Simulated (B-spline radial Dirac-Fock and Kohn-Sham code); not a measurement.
**Pm²⁺ 4p1/2: cross section and angular parameters**

System: promethium as Pm²⁺ in the configuration [Xe] 4f5; threshold 278.8 eV (orbital energy of the model). Calculated with a B-spline atomic structure program, using Dirac-Hartree-Slater photoionisation with a Latter tail; cross sections with all multipoles, angular parameters from the dipole term and its interference with E2.

For linearly polarised light dσ/dΩ = σ/(4π) [1 + β P₂(cos θ) + (δ + γ cos²θ) sin θ cos φ], with θ from the polarisation vector and φ the angle between the beam and the projection of the electron momentum on the plane normal to the polarisation.

```tsv
hν (eV)	σ (kb)	β	γ	δ
291	92.4	-0.770	0.019	0.023
306	91.1	-0.542	-0.043	0.026
329	89.7	-0.218	-0.137	0.052
339	89.2	-0.088	-0.146	0.060
400	86.1	0.498	-0.020	0.070
567	71.5	1.168	0.295	0.037
577	70.5	1.189	0.302	0.036
600	68.3	1.234	0.314	0.032
1000	39.6	1.577	0.216	0.006
1090	?	?	?	?
1300	27.5	1.650	0.098	0.001
1420	24.1	1.665	0.063	0.000
1730	17.6	1.687	0.004	-0.001
2984.4	6.60	1.676	0.034	-0.002
3830	4.01	1.647	0.154	0.000
5414.7	1.91	1.586	0.418	0.006
6210	1.41	1.557	0.550	0.010
6600	1.22	1.543	0.612	0.013
9251.7	0.547	1.457	1.000	0.031
9780	0.477	1.441	1.070	0.035
10200	0.429	1.429	1.123	0.038
11000	0.355	1.407	1.219	0.045
12000	0.284	1.380	1.332	0.053
```

Question: Give the values at 1090 eV.

Answer: σ = 35.3 kb, β = 1.606, γ = 0.177, δ = 0.004.
